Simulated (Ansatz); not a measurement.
Program: Ansatz. Geometries: PBE0-D4/def2-TZVP. ΔE: electronic, gas phase. CBS: MP2 limit from def2 TZ/QZ plus the TZ coupled-cluster correction, frozen cores. This one scheme is used for every species. DFT in def2-TZVPP. For Ge outer-core shells are correlated without core-valence functions, which leaves a few kJ/mol of doubt a bond. Scalar relativity is left out up to krypton. One conformer a species, not always the lowest.

Reaction (ligand exchange at a Ge–N bond): `C[N](C)[Ge][F]` + CH₃OH → `C[O][Ge][F]` + dimethylamine

`C[N](C)[Ge][F]`:

Z-matrix (Å, degrees):
```
C
N 1 1.442
H 1 1.098 2 110.9
H 1 1.098 2 110.9 3 -119.3
H 1 1.089 2 110.1 3 120.3
C 2 1.442 1 114.1 3 59.5
Ge 2 1.821 1 126.7 3 -120.6
H 6 1.094 2 110.5 1 180.0
H 6 1.098 2 111.4 1 60.1
H 6 1.097 2 111.4 1 -60.1
F 7 1.773 2 96.6 1 -0.0
```

CH₃OH:

Z-matrix (Å, degrees):
```
C
O 1 1.409
H 1 1.097 2 112.4
H 1 1.090 2 107.0 3 -118.5
H 1 1.097 2 112.4 3 123.0
H 2 0.959 1 108.5 3 -61.6
```

`C[O][Ge][F]`:

Cartesian coordinates in Å:
```
C -0.058 -0.612 -0.546
O 0.933 0.325 -0.177
Ge 0.851 1.587 1.053
F -0.793 1.301 1.636
H -0.969 -0.502 0.047
H -0.302 -0.477 -1.603
H 0.338 -1.622 -0.410
```

`CNC`:

```xyz
10

C     0.816   -0.873    0.182
N    -0.302   -0.328   -0.553
C    -0.835    0.872    0.048
H     1.218   -1.743   -0.340
H     0.476   -1.207    1.167
H     1.639   -0.155    0.345
H    -0.027   -0.141   -1.507
H    -1.263    0.631    1.026
H    -1.638    1.276   -0.572
H    -0.085    1.667    0.205
```

```json
{"level": "PBE-D4", "ΔE (kJ/mol)": "-14.0"}
{"level": "PBE-QIDH", "ΔE (kJ/mol)": "-13.6"}
{"level": "r2SCAN0", "ΔE (kJ/mol)": "-15.9"}
{"level": "MP2/def2-SVP", "ΔE (kJ/mol)": "-11.7"}
```

(1) What does CCSD(T)/CBS give? (An estimate is asked.)

(2) What do rigid-rotor, harmonic-oscillator terms from PBE0-D4/def2-TZVP frequencies (298.15 K, 1 bar) make of the CCSD(T)/CBS value? (Estimate.)

Largest T1 diagnostic among the species: 0.015.

## Answers

(1) Computed: -12.3 kJ/mol. The listed levels differ from it by -1.7, -1.3, -3.6, 0.6 kJ/mol.

(2) The calculation gave: ΔZPE = +1.5 kJ/mol, ΔH = -11.5 kJ/mol, ΔS = 10 J/(mol·K), ΔG = -14.5 kJ/mol.

Leaving LDA and LC-ωPBE aside and taking each functional with its dispersion term where it has one, the values, not all of them listed here, spread over 8.6 kJ/mol, from B97M-V to revPBE-D4. LDA lies +8.4 kJ/mol from PBE without D4. In def2-TZVPP, CCSD(T) changes the Hartree–Fock value by +17.6 kJ/mol (the triples alone add +2.5 kJ/mol) and MP2 by +20.2 kJ/mol.
